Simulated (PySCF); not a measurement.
## Telling isomers of C8H7N apart by NMR

- shieldings: GIAO PBE0/pcSseg-1
- structure optimised with GFN2-xTB
- code: PySCF 2.14.0 with density-fitted response routines
- gas phase, averaged over atoms made equivalent by symmetry, fast rotation or ring inversion, non-relativistic Hamiltonian, single conformer

Chemical shifts δ = σref − σ; ¹H (σref 31.72) and ¹³C (σref 186.93) against TMS, all at this level. Where no couplings were computed, multiplicities follow the n + 1 count of equivalent neighbours, and m marks all less simple cases (inequivalent or close neighbours, rings, F or P nearby). Shifts are as computed. Against solution values, carbons near 30 ppm lie about +3 ppm off and those near 130 ppm about +5 ppm. Of 1211 compounds with measured shifts, 218 miss one by over three times the rms of a fit or turn the order of signals round; such compounds aren't used in these exercises.

(1) Tabulate the signals of `N#CC1=C[C@@H]2C=C[C@H]1C2`, `C#Cc1ccc(C)nc1` and their relative energies.

(2) What is the quickest way to tell N#CC1=C[C@@H]2C=C[C@H]1C2 from C#Cc1ccc(C)nc1?

Answers

(1) 
```json
{"SMILES": "N#CC1=C[C@@H]2C=C[C@H]1C2", "carbon types": "2×C 5×CH 1×CH2", "δC": "171.6, 155.1, 151.9, 138.2, 121.1, 81.5, 58.5, 55.4", "δH": "7.89 (d, 1H), 7.37 (m, 1H), 7.13 (m, 1H), 3.67 (m, 1H), 3.63 (m, 1H), 2.34 (m, 1H), 2.33 (m, 1H)", "E rel. (kcal/mol)": "8.9"}
{"SMILES": "C#Cc1ccc(C)nc1", "carbon types": "3×C 4×CH 1×CH3", "δC": "163.7, 159.8, 147.2, 126.9, 119.8, 90.3, 86.7, 27.7", "δH": "8.97 (s, 1H), 8.03 (d, 1H), 7.35 (d, 1H), 2.92 (s, 1H), 2.80 (s, 3H)", "E rel. (kcal/mol)": "0.0"}
```

Energies are electronic energies at PBE0/pcSseg-1 on these geometries, without zero-point or thermal terms, each for the one conformer computed, which needn't be the lowest.

(2) Both give the same number of carbon signals, but DEPT or the intensities differ. The first has an sp3 CH2 in a ring at 81.5 ppm, the second a methyl carbon on an aromatic ring (CH3) at 27.7 ppm. Their most deshielded carbons lie at 171.6 and 163.7 ppm. In the proton spectra the most deshielded non-exchanging signals are 7.89 (d, 1H) and 8.97 (s, 1H).
